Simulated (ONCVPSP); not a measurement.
## Before and after: ONCV potential for germanium

```
Element                 : Ge (Z = 32)
Generator               : ONCVPSP 4.0.1
Type                    : optimised norm-conserving Vanderbilt (ONCV)
Functional              : PBE
Relativity              : scalar-relativistic
Frozen core             : [Ar] 3d10
Valence charge          : 4
Reference configuration : 4s2 4p2
Partial waves           : 4s: rc 1.55 bohr, ncon 4, nbas 7, qcut 4 1/bohr, 2 projectors, debl 1.7 Ha; 4p: rc 1.65 bohr, ncon 3, nbas 6, qcut 5.7 1/bohr, 3 projectors, debl 1 Ha; d scattering state at 0.07 Ha: rc 1.65 bohr, ncon 3, nbas 7, qcut 6.5 1/bohr, 2 projectors, debl 2.6 Ha
Local potential         : polynomial inside 1.05 bohr (lpopt 5, dvloc0 0 Ha)
Core correction         : none
```

All-electron outer shells of the reference configuration (PBE, scalar-relativistic, ld1.x):

| shell | level (eV) | outermost node (bohr) | outermost maximum (bohr) |
| --- | --- | --- | --- |
| 3p | -115.62 | 0.23 | 0.54 |
| 3d | -29.31 | – | 0.50 |
| 4s | -11.73 | 0.77 | 1.75 |
| 4p | -3.90 | 0.82 | 2.22 |

Change: s: rc 1.76.

Cutoffs: the cutoffs (Ha) at which the residual kinetic energy of the hardest occupied pseudo-wave falls to 1 and 0.1 mHa per electron; they do not see the model core or the augmentation charge, which bear on the density cutoff. Errors are all-electron minus pseudo energies relative to the spin-unpolarised reference configuration.

Task: What does the change do?

Result: The potential gets harder (8.8 Ha and 23 Ha → 9.0 Ha and 31 Ha); both files keep a bound ghost (d, p); the errors of the 4 common tests hardly move.

```csv
quantity,base,changed
"cutoff, loose",8.8 Ha,9.0 Ha
"cutoff, tight",23 Ha,31 Ha
loose cutoff by channel,"s 8.8 Ha, p 7.2 Ha","s 9.0 Ha, p 7.2 Ha"
bound ghosts,"p, d","p, d"
GHOST(+) flags under 300 eV,s at 17.8 eV,s at 14.9 eV
"error for 4s2 4p1, meV [ΔE 7.44 eV]",-3.8,-3.7
"error for 4s2 4p0, meV [ΔE 22.88 eV]",-10,-9.9
"error for 4s1 4p0, meV [ΔE 57.68 eV]",+75,+74
"error for 4s1 4p3, meV [ΔE 7.97 eV]",+10,+9.6
p: phases at 1.67 bohr within 0.05 rad from the reference energy up to (Ha; the scan ends near 5),to the end of the scan,to the end of the scan
d: phases at 1.67 bohr within 0.05 rad from the reference energy up to (Ha; the scan ends near 5),0.9,0.9
```

Base: The cutoffs count occupied waves only; projector 2 of the d channel, the hardest unoccupied one, needs 125 Ha at the loose tolerance. Changed file: The cutoffs count occupied waves only; projector 2 of the d channel, the hardest unoccupied one, needs 125 Ha at the loose tolerance. A true bound ghost makes a file unfit for plane-wave use even where its test errors are small: the radial tests pick states by their node count and pass the ghost by.
